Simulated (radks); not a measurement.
Results of a calculation; reference values are marked as such.
Q: Valence configurations of the gallium ion Ga3+ (all share [Ar]). Code: a radial shooting solver on a logarithmic mesh with Libxc functionals. Model: Dirac Kohn-Sham, PBE, spin-unpolarised, spherical densities, finite nucleus; open shells are shared between the two j in proportion to 2j + 1; Fermi nuclear charge, rms radius 3.9973 fm. Order these by energy: 3d9 4s1; 3d9.5 4s0.5; 3d7.5 4s0.5 4p2; 3d8.5 4s0.5 4p1; 3d7.5 4s1.5 4p1; 3d9 4p1; 3d6 4s2 4p2; 3d8 4s1 4p1; 3d8 4s2; 3d10.

A: From the lowest, in eV above it: 3d10 0.000; 3d9.5 4s0.5 8.637; 3d9 4s1 18.735; 3d9 4p1 28.676; 3d8.5 4s0.5 4p1 40.627; 3d8 4s2 43.669; 3d8 4s1 4p1 54.217; 3d7.5 4s1.5 4p1 69.534; 3d7.5 4s0.5 4p2 80.470; 3d6 4s2 4p2 138.54. NIST lists [Ar] 3d10 as the ground configuration; this level of theory agrees among the configurations tried. The energies are those of spherical spin-averaged densities, not of single terms.
